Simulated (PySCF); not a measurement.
Working out the ionisation energy of Tc²⁺

Tc²⁺ [Kr] 4d5 (6S) → Tc³⁺ [Kr] 4d4 (5D). All numbers are calculated (PySCF 2.14, scalar relativity through the core potential, in aug-cc-pwCVDZ-PP with ECP28MDF). Frozen: nothing. Energies in hartree (1 hartree = 27.21139 eV):

```json
{"part": "UHF", "Tc²⁺ (lower)": "-79.121563", "Tc³⁺ (upper)": "-78.062181"}
{"part": "CCSD correlation", "Tc²⁺ (lower)": "-0.339782", "Tc³⁺ (upper)": "-0.315832"}
{"part": "(T)", "Tc²⁺ (lower)": "-0.006755", "Tc³⁺ (upper)": "-0.005797"}
```

What does Hartree-Fock give?

(-78.062181) − (-79.121563) = 1.059382 hartree = 28.827 eV.

What do CCSD and CCSD(T) give?

The CCSD correlation energies differ by 0.023950 hartree = 0.652 eV and the triples by 0.000958 hartree = 0.026 eV, so CCSD gives 29.479 eV and CCSD(T) 29.505 eV.

Reference: 29.55 eV (semi-empirical (NIST evaluation); NIST Atomic Spectra Database, ionization energies), between the lowest levels; spin-orbit coupling is absent from the calculation.

A double-zeta basis recovers only part of the correlation energy.

What remains against the reference includes basis incompleteness and higher excitations.
